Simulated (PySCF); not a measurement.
Vertical excitations of a molecule F2H4OSi2 from TDDFT-PBE/def2-SVPD in PySCF, as energy in eV (oscillator strength): 7.06 (0.000), 7.14 (0.004), 7.96 (0.027), 8.04 (0.016), 8.15 (0.001), 8.18 (0.043), 8.33 (0.108), 8.34 (0.013), 8.47 (0.056), 8.58 (0.005). Lowest triplet (TDA): 6.71 eV. Geometry optimised at B3LYP-D3(BJ)/def2-SVP. The geometry has at least one imaginary mode, so it is a saddle point at that level. One conformer was computed; it need not be the lowest.

Task: Which structure fits?
(A) O[Si@@H](F)[SiH2]F
(B) O[Si](F)(F)[SiH3]
(C) F[SiH2]O[SiH2]F
(D) F[SiH](F)O[SiH3]

Result: D, F[SiH](F)O[SiH3]
